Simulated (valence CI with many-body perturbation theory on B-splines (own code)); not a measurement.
# Which ion has this spectrum?

A relativistic CI+MBPT calculation for an atom or ion with 24 electrons gives these levels (cm⁻¹):

| J | Parity | E | g |
| --- | --- | --- | --- |
| 4 | even | 0 | 1.30 |
| 2 | even | 46201 | 1.32 |
| 0 | even | 136607 |  |
| 3 | even | 190827 | 1.39 |
| 4 | even | 213493 | 1.15 |
| 1 | even | 219730 | 1.36 |
| 5 | even | 262178 | 1.12 |
| 6 | even | 262569 | 1.11 |
| 2 | even | 300057 | 0.94 |
| 3 | even | 307173 | 1.04 |
| 2 | even | 377612 | 1.15 |
| 0 | even | 379168 |  |
| 4 | even | 384923 | 1.03 |
| 1 | even | 389326 | 1.05 |

The energies are calculated, and their last digits are not significant.

Problem. Which is it?
A. Nd36+
B. Tb41+
C. Sm38+
D. Pr35+

Solution. C. Sm38+, ground level (3d3/2^4 3d5/2^2) J=4.
